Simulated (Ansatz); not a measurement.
Task: Name a neutral molecule of C, O, Sn and H with vertical ionisation energy (CCSD(T)/def2-TZVPP) between 9.80 and 10.10 eV and size of the dipole moment (B3LYP/def2-TZVPP) between 0.15 and 0.45 D (Ansatz, PBE0-D4/def2-TZVP geometry).

Result: `C[O][Sn][OH]` (10.07 eV, 0.38 D). Other molecules can fit too; these were computed, each in one conformer that needn't be the lowest.

B3LYP here is the variant with VWN-RPA as its local correlation; programs differ in this.
